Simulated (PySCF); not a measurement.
# RbH: script and output

File input.py (PySCF 2.14):

```python
from pyscf import gto, dft
from pyscf.prop.polarizability import uhf as pol

mol = gto.M(
    atom='Rb 0 0 0; H 0 0 2.38',
    basis='x2c-svpall',
    charge=0,
    spin=0,
    verbose=3,
)
mf = dft.UKS(mol, xc='b3pw91')
mf = mf.sfx2c1e()
mf.grids.level = 4
mf.kernel()
print('polarizability (a.u.)')
print(pol.Polarizability(mf).polarizability().round(4))
mf.dip_moment()
print('orbital energies (hartree):', [e[max(0, n-3):n+3].round(4) for e, n in zip(mf.mo_energy, mol.nelec)])
```

```bash
$ python input.py
```

It prints:

```
converged SCF energy = -2981.30523288433  <S^2> = 4.292886e-10  2S+1 = 1
polarizability (a.u.)
[[48.9807 -0.     -0.    ]
 [-0.     48.9807 -0.    ]
 [-0.     -0.     89.6253]]
Dipole moment(X, Y, Z, Debye): -0.00000, -0.00000, -8.11472
orbital energies (hartree): [array([-0.6553, -0.6476, -0.1466, -0.0409,  0.0092,  0.0092]), array([-0.6553, -0.6476, -0.1466, -0.0409,  0.0092,  0.0092])]
```

In short: E(SCF) = -2981.305233 Eh, μz(SCF) = -8.11 D, α(xx, yy, zz) = 49.0, 49.0, 89.6 bohr³.

Wall time 16 s on one thread of a shared host.

The bond length is a typed value, not an optimised one. No search for the lowest solution was made.
